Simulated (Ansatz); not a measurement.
Geometry optimisation, RKS PBE/def2-SVP in Ansatz 0.2.0.

input.yaml

```yaml
crystal:
  periodic: [false, false, false]
  atoms:
    - { symbol: Ga, position_ang: [-0.434127, 1.04368, -1.442348] }
    - { symbol: O, position_ang: [1.388064, 1.082845, -1.046411] }
    - { symbol: H, position_ang: [-0.844959, 0.06899, -2.610055] }
    - { symbol: H, position_ang: [-1.215107, 2.188936, -0.710625] }
    - { symbol: H, position_ang: [-0.197495, -0.995212, 1.408799] }
    - { symbol: "N", position_ang: [-1.125034, -0.96053, 0.97192] }
    - { symbol: H, position_ang: [1.849355, 0.108308, 0.936218] }
    - { symbol: F, position_ang: [1.904473, -0.47924, 1.642933] }
    - { symbol: H, position_ang: [1.860092, 0.449417, -1.617513] }
    - { symbol: H, position_ang: [-1.771597, -0.577136, 1.671756] }
    - { symbol: H, position_ang: [-1.413665, -1.930058, 0.795226] }
basis:
  gaussian: { orbitals: def2-SVP }
hamiltonian:
  xc: pbe
relax:
  f_tol: 0.03
  max_steps: 50
```

Command:

```bash
$ ansatz run input.yaml --threads 2 --pin off --max-ram 3072MiB --backend cpu --events-out ev --progress --plain --runs-dir out
```

Task: Where does it end, and by what steps?

Result: The forces met the threshold. After 10 steps the energy has fallen by 1.259 eV; Ga1 moved furthest, 0.66 Å. Joined: Ga1–N6 (3.21 → 2.11 Å).

```tsv
step	energy less start (eV)	largest force component (eV/Å)	accepted
0	0.0000	1.314	yes
1	-0.3367	0.911	yes
2	-0.7315	0.860	yes
3	-1.0887	0.900	yes
4	-1.1257	1.246	yes
5	-1.2429	0.321	yes
6	-1.2476	0.231	yes
7	-1.2580	0.137	yes
8	-1.2584	0.241	yes
9	-1.2592	0.031	yes
10	-1.2593	0.010	yes
```

```xyz
11
Properties=species:S:1:pos:R:3
Ga -0.569 0.666 -0.920
O 1.325 0.731 -0.649
H -0.910 -0.152 -2.231
H -1.220 2.005 -0.407
H 0.021 -0.702 1.171
N -0.913 -0.673 0.668
H 1.622 0.133 0.569
F 1.603 -0.360 1.477
H 1.828 0.336 -1.384
H -1.632 -0.356 1.332
H -1.157 -1.627 0.373
```

Whether the end is a true minimum wasn't checked by a vibrational analysis.

The run took 21 s on 2 threads of AMD EPYC 7B13 (Zen 3), with other jobs on the host, peak memory 0.17 GiB.
